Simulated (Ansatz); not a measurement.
CH4Si (SMILES C=[SiH2]): geometry of the low-spin state from B3LYP-D3(BJ)/def2-TZVP.
(charge 0, multiplicity 1):
```csv
atom,x (Å),y (Å),z (Å)
C,-1.1507,-0.0547,-0.0063
Si,0.5483,0.0261,0.0030
H,-1.7706,0.8303,-0.0678
H,-1.6844,-0.9947,0.0488
H,1.4000,-1.1728,0.0864
H,1.2833,1.3004,-0.0716
```
The high-spin state stands at its own minimum; R- takes a restricted low-spin state.

Codes used: Ansatz (an electronic-structure program) with Gaussian orbitals. Each number belongs to the level named beside it.

The gap E(multiplicity 1) − E(multiplicity 3) (kcal/mol) and the share of exact exchange:

```
functional           exact exchange (%)   value
-------------------  ------------------  ------
R-PBE/def2-TZVPP                      0  -35.95
R-PBE0/def2-TZVPP                    25  -32.11
R-B3LYP/def2-TZVPP                   20  -35.26
R-BHLYP/def2-TZVPP                   50  -30.46
R-r2SCAN/def2-TZVPP                   0  -30.10
```

**Question.** Take the value as linear in the share of exact exchange along PBE and PBE0. Give the slope, say whether the sign turns, and set the other functionals against that line.

**Answer.** 
Slope: (-32.11 − (-35.95))/2.5 = 1.54 kcal/mol for each 10 %. The line keeps its sign from 0 to 100 %. At 50 % it gives -28.3 kcal/mol. From B3LYP to BHLYP the slope is (-30.46 − (-35.26))/3 = 1.60 for each 10 %. BHLYP, at 50 %, lies -2.2 from the PBE line. B3LYP, at 20 %, lies -2.4 from the PBE line. r2SCAN, with none, stands 5.8 from PBE.
